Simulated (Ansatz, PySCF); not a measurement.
Gas-phase reaction (SMILES): FB(F)Br [bromo(difluoro)borane] + [H][H] (H2) → FBF [difluoroborane] + Br (HBr); hydrogen cleaves one B-Br bond, a model of a ligand-exchange step.

Each molecule is optimised on its own at B3LYP-D3(BJ)/def2-TZVP (Ansatz, a first-principles code). Valence correlation only, unless marked. Spin-orbit coupling is left out. The frozen core is the preceding noble-gas configuration, with the filled d and f shells of earlier blocks. No relativistic terms. Basis-set limits of correlation are two-point, X^-3; Hartree-Fock from the larger set. Thermal terms are rigid-rotor harmonic-oscillator values from B3LYP-D3(BJ) frequencies (Ansatz or PySCF) at 298.15 K and 1 atm. 1 Eh = 627.5095 kcal/mol.

| species | E, CCSD(T)/CBS(cc-pVTZ,cc-pVQZ) (Ansatz) (Eh) | E, wB97X-V/def2-TZVPD (Ansatz) (Eh) | H - E (Eh) | G - E (Eh) |
|---|---|---|---|---|
| FB(F)Br | -2797.21046 | -2798.63910 | 0.01510 | -0.01756 |
| [H][H] (H2) | -1.17450 | -1.17238 | 0.01336 | -0.00144 |
| FBF | -225.08740 | -225.27502 | 0.02196 | -0.00581 |
| Br (HBr) | -2573.28320 | -2574.52162 | 0.00927 | -0.01328 |

**Question.** Work out ΔE and ΔH, ΔG, ΔS and the equilibrium constant at 298.15 K at the first level, then ΔH at the second.

**Answer.** 
1. ΔE = [(-225.08740) + (-2573.28320)] - [(-2797.21046) + (-1.17450)] = 0.01436 Eh = 9.0 kcal/mol at CCSD(T)/CBS(cc-pVTZ,cc-pVQZ).
2. The terms H - E add up to 0.00277 Eh, so ΔH = (0.01436 + (0.00277))×627.5095 = 10.7 kcal/mol.
3. The terms G - E add up to -0.00009 Eh, so ΔG = 9.0 kcal/mol, and ΔS = (0.00277 - (-0.00009))×627509.5/298.15 = 6.0 cal/(mol K).
4. log10 K = -ΔG/(RT ln 10) = -6.6, with RT ln 10 = 1.3642 kcal/mol.
5. At wB97X-V/def2-TZVPD the same steps give ΔE = 9.3 and ΔH = 11.1 kcal/mol, a shift of +0.4 from the first level.
6. These values are not checked against measurement here, since the tables used lack a sound gas-phase enthalpy of formation for at least one species.
